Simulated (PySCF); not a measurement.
Coordinates in bohr (charge 0 multiplicity 1):
```
Te    0.0000    0.0000    0.0000
H     2.4990    0.0001    2.1634
H    -1.2496    2.1642    2.1634
H    -1.2495   -2.1643    2.1634
H     2.4990    0.0001   -2.1634
H    -1.2496    2.1642   -2.1634
H    -1.2495   -2.1643   -2.1634
```

Computed with PySCF, PBE0, basis Te def2-TZVP with ECP28, H def2-TZVP (scalar-relativistic core potentials, no spin–orbit coupling, density fitting).

This geometry of TeH6 is a stationary point at this level.

What is the point group?

D3h.

Is it a minimum?

No: it has 1 imaginary mode, at 823i cm⁻¹ (a1'').

List the harmonic modes with their infrared intensities.


```tsv
symmetry	ω (cm⁻¹)	IR (km/mol, summed over degenerate members)	type
a1''	823i	–	bend
e''	869	0.0	bend
e'	898	477	bend
a2''	988	243	bend
e'	1233	106	bend
a1'	1329	0.0	bend
e''	1591	0.0	stretch
a2''	1690	832	stretch
e'	1732	503	stretch
a1'	1877	0.0	stretch
```

What are the dipole moment and the gap between the highest occupied and lowest empty levels?

0.00 D and 4.69 eV.

In D3h the vibrations span a1'' + 2e'' + 3e' + 2a2'' + 2a1'. The a1', a1'', e'' modes carry no infrared intensity, as symmetry demands.

Other isomers or separated fragments may lie lower. At this level a singlet minimum of Oh symmetry lies 157 kJ/mol below this structure.
